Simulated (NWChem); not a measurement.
C3H8Si; SMILES C/C=C\[SiH3]

```xyz
12

C      0.7728    -1.8274     0.0000
C     -0.6160    -1.2819     0.0000
C     -0.9661     0.0138     0.0000
Si     0.2125     1.4723     0.0000
H      0.9421    -2.4667    -0.8828
H      0.9421    -2.4667     0.8828
H      1.5400    -1.0384     0.0000
H     -1.4133    -2.0387     0.0000
H     -2.0394     0.2412     0.0000
H      1.1000     1.4781    -1.2061
H     -0.5824     2.7375     0.0000
H      1.1000     1.4781     1.2061
```
Atoms are numbered in this order, from 1.

Coordinates come from a PBE0/def2-SVP optimisation.

Give the principal values of the shielding tensors (ppm) of C1, C2, C3, Si4 from B3LYP/6-31G* (spherical d), GIAO (NWChem), with their diamagnetic and paramagnetic parts as GIAO splits them.


```json
[
 {"atom": "C1", "σ11": "158.0", "σ22": "163.0", "σ33": "184.4", "isotropic": "168.4", "diamagnetic": "251.2", "paramagnetic": "-82.8"},
 {"atom": "C2", "σ11": "-67.8", "σ22": "47.9", "σ33": "163.2", "isotropic": "47.8", "diamagnetic": "253.4", "paramagnetic": "-205.6"},
 {"atom": "C3", "σ11": "-15.5", "σ22": "83.8", "σ33": "170.4", "isotropic": "79.6", "diamagnetic": "255.6", "paramagnetic": "-176.1"},
 {"atom": "Si4", "σ11": "446.3", "σ22": "461.9", "σ33": "495.0", "isotropic": "467.7", "diamagnetic": "883.1", "paramagnetic": "-415.3"}
]
```
